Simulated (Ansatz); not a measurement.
sulfur difluoride (F$_{2}$S), singlet, geometry from GFN2-xTB. Base run: Ansatz (an electronic-structure program) with SVWN5/6-31G*.

Here is a job for Ansatz.
Ansatz 0.2 input:
```yaml
crystal:
  periodic: [false, false, false]
  atoms:
    - {symbol: F, position_ang: [-1.22261386, -0.51635383, -0.00299560]}
    - {symbol: S, position_ang: [-0.00426607, 0.57046599, -0.00656447]}
    - {symbol: F, position_ang: [1.23019799, -0.49780793, 0.01466578]}
basis:
  gaussian:
    orbitals: 6-31G*
hamiltonian:
  xc: {name: SVWN5}
```

Variants of this job, named by their change:

```
change                                                           ΔE vs base (µEh)
---------------------------------------------------------------  ----------------
base                                                                          0.0
final_grid = 6, 12, 29                                                       -6.8
lower_state_search = light                                                    0.0
lower_state_search = full                                                     0.0
final_grid = 10, 20, 41                                                      -0.2
fitting.mean_field = cc-pVTZ-JKFIT                                          -50.6
fitting.mean_field = def2-universal-JKFIT                                   -63.5
lower_state_search = off                                                      0.0
point_charge = charge:-1.0 position_ang:0.8988, 2.9206, -2.8408             -6408
point_charge = charge:1.0 position_ang:0.9375, 0.7154, -4.0823              -2809
final_grid = 4, 8, 17                                                         109
```
